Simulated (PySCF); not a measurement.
CH₂Li₂, SMILES [CH2]([Li])[Li]. Atoms are numbered in the order given.

```xyz
5

C      0.0000     0.0000    -0.3338
H      0.0000     0.8865    -0.9947
H      0.0000    -0.8865    -0.9947
Li    -1.6603     0.0000     0.6653
Li     1.6603     0.0000     0.6653
```
Charge 0, spin multiplicity 1.

Geometry optimised at r2SCAN-D4/def2-TZVPD.

These are TDA-PBE/def2-TZVPD in PySCF values and carry that method's errors.

Vertical excitations. Isolated molecule, no solvent. State labels are in the subgroup C2v.

Computed excitation energies, oscillator strengths and character:
```
state  symmetry  energy (eV)  λ (nm)      f                            main pairs
-----  --------  -----------  ------  -----  ------------------------------------
S1           B1         1.16    1070  0.110                        HOMO→LUMO 99 %
S2           A1         1.82     681  0.006                      HOMO→LUMO+1 86 %
S3           A2         2.38     520  0.000                     HOMO→LUMO+3 100 %
S4           B1         2.53     490  0.181                      HOMO→LUMO+2 97 %
S5           A1         2.67     464  0.106    HOMO−1→LUMO 78 %, HOMO→LUMO+5 12 %
S6           B2         2.85     436  0.123                      HOMO→LUMO+4 99 %
S7           B1         2.89     428  0.025                    HOMO−1→LUMO+1 94 %
S8           B1         3.07     403  0.004                      HOMO→LUMO+6 93 %
S9           A1         3.13     396  0.021    HOMO→LUMO+5 77 %, HOMO→LUMO+7 12 %
S10          A1         3.55     349  0.019  HOMO→LUMO+7 72 %, HOMO−1→LUMO+2 22 %
T1           B1         0.86    1448      0                        HOMO→LUMO 99 %
T2           A1         1.18    1053      0                      HOMO→LUMO+1 98 %
T3           B1         2.20     564      0                      HOMO→LUMO+2 97 %
T4           A1         2.25     551      0                      HOMO−1→LUMO 98 %
```
Triplets are in the Tamm–Dancoff approximation.
